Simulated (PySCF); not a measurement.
Structure from NMR data

The spectra below were simulated for a compound C₇H₉NSi.

$^{1}$H NMR (500 MHz, computed): δ 7.04 (d, 1H), 4.91 (sept, 1H), 3.79 (d, 1H), 0.42 (d, 6H).

$^{13}$C{$^{1}$H} NMR (computed): δ 146.1 (CH), 136.2 (C), 124.4 (C), 107.5 (CH), 86.2 (C), -4.2 (CH3, 2C).

Computational details: geometry from GFN2-xTB, shielding tensors at PBE0/pcSseg-1 (GIAO), in PySCF 2.14.0 with density-fitted response routines (fast rotation and ring inversion assumed for equivalent nuclei, one conformer, non-relativistic, gas phase).

δ = σ(ref) − σ, references computed at the same level: TMS for $^{1}$H (31.72 ppm) and $^{13}$C (186.93 ppm).

**Question.** Which of these isomers gave the spectra?
A. C#C/C=C(/C#N)[SiH](C)C
B. C#CC[Si@H]1C[C@@H](C#N)C1
C. N#CC1=C[SiH2][C@H]2C[C@@H]1C2
D. c1ccc([C@@H]2C[SiH2]2)nc1

**Answer.** A. 

- Rings plus π bonds: 5 (no ring in the answer).
- 6 carbon signals for 7 carbons: some carbons are equivalent by symmetry or fast rotation.
- Carbon types of the structure: 3 × C, 2 × CH, 2 × CH3, leaving 1 H on heteroatoms.
- δC 146.1: alkene CH; as expected for a trigonal carbon in a double bond.
- δC 136.2: fully substituted alkene carbon; the olefinic region.
- δC 124.4: nitrile carbon; typical of a nitrile.
- δC 107.5: terminal alkyne carbon.
- δC 86.2: alkyne carbon; sp carbons lie upfield of alkene carbons because the cylindrical π system leaves one tensor component strongly shielded.

The others: c1ccc([C@@H]2C[SiH2]2)nc1 would give 7 carbon signals, not 6; C#CC[Si@H]1C[C@@H](C#N)C1 would give 6 signals for carbon-bound and other non-exchanging H, not 4; N#CC1=C[SiH2][C@H]2C[C@@H]1C2 would give 6 signals for carbon-bound and other non-exchanging H, not 4.

Shifts are as computed. Against solution values, carbons near 30 ppm lie about +3 ppm off and those near 130 ppm about +5 ppm. Of 1309 compounds with measured shifts, 239 miss one by over three times the rms of a fit or turn the order of signals round; such compounds aren't used in these exercises. Multiplicities follow the n + 1 count of equivalent neighbours, as no J values were calculated; m marks all less simple cases, F and P coupling included.
